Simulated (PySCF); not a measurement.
# Diatomics with 64 electrons

MP2 in PySCF with def2-TZVPPD on every atom (core potentials on In, Sb), for the lowest determinant that a PBE0 search found; no spin–orbit coupling. All have 64 electrons, 8 of them in the valence shells, and the same state, a triplet (π ↑↑). For ions De leads to the atom and ion picked by measured ionisation energies and electron affinities.

| species | difference of nuclear charges | Re (Å) | ωe (cm⁻¹) | k (mdyn/Å) | De (eV) | dissociates to |
| --- | --- | --- | --- | --- | --- | --- |
| Ge2 | 0 | 2.360 | 305 | 2.02 | 2.78 | Ge + Ge |
| InP | 34 | 2.626 | 262 | 0.989 | 1.67 | In + P |
| GeAs⁺ | 1 | 2.377 | 306 | 2.06 | 2.31 | Ge⁺ + As |
| SiSb⁺ | 37 | 2.497 | 380 | 1.93 | 2.51 | Si⁺ + Sb |

Correlated steps freeze the inner cores (9 to 18 orbitals); shallow outer-core shells are correlated. Spin–orbit coupling is left out, which matters for elements this heavy, above all for dissociation energies. For an ion De counts to the pair picked by the measured ionisation energies or electron affinities, which need not be the lowest pair at this level. States were picked by a PBE0 search and need not be the measured ground states.
